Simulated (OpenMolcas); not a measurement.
A calculation on Ta.

| Property | Result |
| --- | --- |
| Program | OpenMolcas 26.06 |
| Method | MS-CASPT2, IPEA 0.25 Eh, imaginary shift 0.1 Eh (closed shells correlated: 5s 5p) |
| Basis | ANO-RCC-VTZP [8s7p5d3f2g1h] |
| Scalar Hamiltonian | DKH2, point nucleus |
| Active space | 5 electrons in 6 orbitals (5d 6s) |
| State averaging | 2S+1 = 4 even, 50 roots; 2S+1 = 6 even, 6 roots kept (CI in the orbitals of an earlier block); 2S+1 = 2 even, 98 roots kept (CI in the orbitals of an earlier block) |
| Spin-orbit coupling | state interaction with AMFI integrals over the reference wave functions, term energies averaged over their components |

Task: Which level of the active space comes out lowest?

Result: 5d3 6s2 4F 3/2, with 90 % of that term; it is also the measured ground level.

Task: How high does 5d4 6s 6D 1/2 lie?

Result: 8930 cm-1 above the lowest level.

Task: How high does 5d3 6s2 4P 3/2 [72 %] lie?

Result: 5830 cm-1 above the lowest level; measured 6069 cm-1 above the ground level, so the calculation is off by -4 %.

Task: How high does 5d4 6s 6D 7/2 lie?

Result: 11610 cm-1 above the lowest level.

Task: The level at 11290 cm-1 has J = 3/2. What is it made of, and what is its g factor?

Result: 50 % 5d3 6s2 2D 3/2(1), 20 % 5d3 6s2 4P, 19 % 5d3 6s2 2P; g = 1.130, against 0.800 from Landé's formula for the pure leading term.

Measured values: NIST Handbook of Basic Atomic Spectroscopic Data.

CASPT2 does not keep the components of a term degenerate, so their means are used; among the terms shown or strongly mixed into the levels shown the widest spread is 800 cm-1 (5d3 6s2 4F). Over all roots computed the reference weight is 0.88 to 0.93; the roots of lowest weight are the least certain, and an intruder state may touch them. Blocks of more than 70 roots (2S+1 = 2 even) ran without multistate coupling. Terms from blocks run as CI alone lack orbitals of their own. Configurations are named by rounded mean occupations; where the s occupation lies near a half they are strongly mixed, a name can repeat and a true partner stay unpaired. A single d shell beside an s shell can misplace configurations of different d count against each other. Measured partners are found by configuration, term and J. A level has none where our copy of the source lacks it or the pairing is in doubt (some pairs that miss far off the trend of their configuration count as doubtful), and it then counts in no deviation. Only configurations of the active space appear.

A share in square brackets marks a mixed level and gives the weight of the term that names it. A number in round brackets counts repeated terms of one configuration in the order of the reference energies.
